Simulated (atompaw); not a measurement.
## u(r) = r·R(r): atom against pseudo-atom (P)

Columns: radius, all-electron u(r) and pseudo u(r) of the 3s shell (level -33.96 eV) of phosphorus in the configuration [Ne] 3s2 3p1; PBE, scalar-relativistic, PAW (atompaw) scheme, atompaw 4.2.0.5.

| r (bohr) | all-electron | pseudo |
| --- | --- | --- |
| 0.065 | 0.2102 | 0.0580 |
| 0.131 | 0.0251 | 0.1167 |
| 0.196 | -0.1930 | 0.1739 |
| 0.262 | -0.3441 | 0.2312 |
| 0.327 | -0.4069 | 0.2866 |
| 0.392 | -0.3973 | 0.3407 |
| 0.458 | -0.3336 | 0.3940 |
| 0.523 | -0.2364 | 0.4446 |
| 0.588 | -0.1200 | 0.4932 |
| 0.654 | 0.0063 | 0.5402 |
| 0.719 | 0.1305 | 0.5840 |
| 0.785 | 0.2510 | 0.6256 |
| 0.850 | 0.3606 | 0.6636 |
| 0.915 | 0.4590 | 0.6984 |
| 0.981 | 0.5466 | 0.7303 |
| 1.046 | 0.6205 | 0.7582 |
| 1.112 | 0.6833 | 0.7828 |
| 1.177 | 0.7337 | 0.8031 |
| 1.242 | 0.7734 | 0.8195 |
| 1.308 | 0.8035 | 0.8320 |
| 1.373 | 0.8239 | 0.8401 |
| 1.438 | 0.8359 | 0.8441 |
| 1.504 | 0.8404 | 0.8438 |
| 1.569 | 0.8383 | 0.8393 |
| 1.635 | 0.8303 | 0.8304 |
| 1.700 | 0.8174 | 0.8174 |

(1) How many radial nodes do the two functions have?

(2) Where does each function peak?

(3) Is the pseudo-wave norm-conserving?

Results:

(1) The all-electron 3s function has n − l − 1 = 2; the pseudo-wave has 0, since the states of the same l below it are removed with the core.

(2) Outermost all-electron maximum near 1.50 bohr, pseudo maximum near 1.44 bohr (to the table’s step).

(3) No, it belongs to a PAW set: the norm inside the radius is not constrained, and the difference is carried by the augmentation charge.
